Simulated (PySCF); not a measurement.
A structure optimised at B3LYP-D3(BJ)/def2-TZVP, used in a PySCF frequency run:

```
Zr
H 1 1.8583
H 1 1.8583 2 110.96
H 1 1.8583 2 110.96 3 123.83
C 1 2.1856 2 107.94 3 -118.08
H 5 1.0972 1 110.46 2 120.00
H 5 1.0972 6 108.47 1 -121.19
H 5 1.0972 6 108.47 7 -117.62
```
Charge 0, spin multiplicity 1.

**Question.** Write its SMILES, formula and point group.

**Answer.** [CH3][ZrH3], CH6Zr, C3v

**Question.** What are its rotational constants (standard atomic weights)?

**Answer.** 39.960, 6.7287, 6.7287 GHz
